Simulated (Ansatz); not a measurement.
## A relaxation, step by step

CH$_{8}$GeO, closed shell, PBE0-D4/def2-TZVP (Ansatz 0.2.0). Settings:

```yaml
hamiltonian: {xc: pbe0, dispersion: d4}
relax: {f_tol: 0.005, max_steps: 200}
```

Start, a step off a saddle point along its unstable mode:

Ge1  (-0.708, 0.918, 0.313)
O2  (0.650, 0.268, 1.460)
H3  (-0.812, 1.206, -1.253)
H4  (-1.981, 0.160, 0.764)
H5  (-0.579, 2.312, 0.902)
H6  (0.655, -0.545, 0.199)
C7  (0.351, -1.099, -0.769)
H8  (1.446, 0.798, 1.571)
H9  (-0.695, -1.365, -1.057)
H10  (0.815, -0.632, -1.631)
H11  (0.857, -2.020, -0.499)
(Å)

```
step  energy less the last (meV)  largest force component (eV/Å)
   1                      1842.4                           1.285
   3                       421.7                           0.347
   5                        32.0                           0.126
   7                         7.2                           0.389
   9                         1.4                           0.037
  11                         0.8                           0.060
  13                         0.6                           0.005
  15                         0.5                           0.014
  17                         0.4                           0.038
  19                         0.3                           0.005
  21                         0.2                           0.024
  23                         0.1                           0.009
  25                         0.1                           0.013
  27                         0.0                           0.016
  29                         0.0                           0.004
  30                         0.0                           0.005
```

Step 7, positions (Å) and forces (eV/Å):

```csv
atom,x,y,z,Fx,Fy,Fz
Ge1,-0.819,1.444,0.685,0.054,0.076,-0.056
O2,0.561,0.713,1.548,-0.389,-0.283,0.014
H3,-0.452,1.626,-0.801,-0.034,0.001,0.022
H4,-1.973,0.460,0.868,-0.010,-0.068,0.000
H5,-1.159,2.810,1.311,0.016,0.020,0.012
H6,0.740,-1.167,-0.106,0.055,-0.014,0.011
C7,0.511,-1.670,-1.045,-0.070,-0.016,-0.055
H8,1.302,1.304,1.626,0.355,0.286,0.027
H9,-0.572,-1.733,-1.167,0.011,0.000,-0.017
H10,0.935,-1.111,-1.880,-0.005,0.010,0.021
H11,0.926,-2.677,-1.039,0.018,-0.013,0.022
```

Step 11, positions (Å) and forces (eV/Å):

| atom | x | y | z | Fx | Fy | Fz |
| --- | --- | --- | --- | --- | --- | --- |
| Ge1 | -0.822 | 1.488 | 0.694 | -0.025 | -0.027 | 0.004 |
| O2 | 0.546 | 0.766 | 1.585 | -0.048 | -0.025 | 0.000 |
| H3 | -0.430 | 1.718 | -0.778 | 0.004 | 0.009 | 0.001 |
| H4 | -1.938 | 0.445 | 0.817 | 0.007 | 0.029 | 0.001 |
| H5 | -1.217 | 2.827 | 1.348 | 0.002 | -0.020 | -0.009 |
| H6 | 0.769 | -1.263 | -0.093 | -0.004 | -0.004 | -0.015 |
| C7 | 0.510 | -1.715 | -1.051 | 0.016 | -0.007 | 0.006 |
| H8 | 1.317 | 1.335 | 1.598 | 0.060 | 0.039 | 0.005 |
| H9 | -0.575 | -1.771 | -1.148 | -0.004 | -0.001 | 0.001 |
| H10 | 0.914 | -1.110 | -1.864 | -0.003 | -0.005 | 0.009 |
| H11 | 0.927 | -2.721 | -1.107 | -0.006 | 0.013 | -0.004 |

Step 19, positions (Å) and forces (eV/Å):

```csv
atom,x,y,z,Fx,Fy,Fz
Ge1,-0.803,1.491,0.678,0.001,-0.001,-0.002
O2,0.546,0.777,1.603,0.000,0.001,0.000
H3,-0.367,1.745,-0.777,0.001,0.001,0.000
H4,-1.913,0.440,0.755,0.000,0.002,0.002
H5,-1.234,2.818,1.332,0.000,-0.003,0.001
H6,0.783,-1.292,-0.088,-0.001,0.000,-0.002
C7,0.493,-1.725,-1.046,0.002,-0.002,0.000
H8,1.310,1.356,1.646,-0.001,0.000,0.000
H9,-0.590,-1.850,-1.077,0.001,-0.001,0.000
H10,0.803,-1.063,-1.855,-0.001,-0.002,0.002
H11,0.971,-2.696,-1.170,-0.002,0.005,0.000
```

Last step (30):

```
11
angstrom
Ge -0.7716 1.5137 0.6478
O 0.5410 0.7672 1.5990
H -0.2687 1.8492 -0.7691
H -1.8712 0.4499 0.6168
H -1.2496 2.8006 1.3484
H 0.7825 -1.2984 -0.0875
C 0.4662 -1.7459 -1.0297
H 1.2927 1.3523 1.7127
H -0.5791 -2.0473 -0.9575
H 0.5786 -1.0203 -1.8360
H 1.0792 -2.6211 -1.2450
```

Hardware: 4 CPU threads of an Arm Neoverse V2, shared host. Wall time about 43 s.
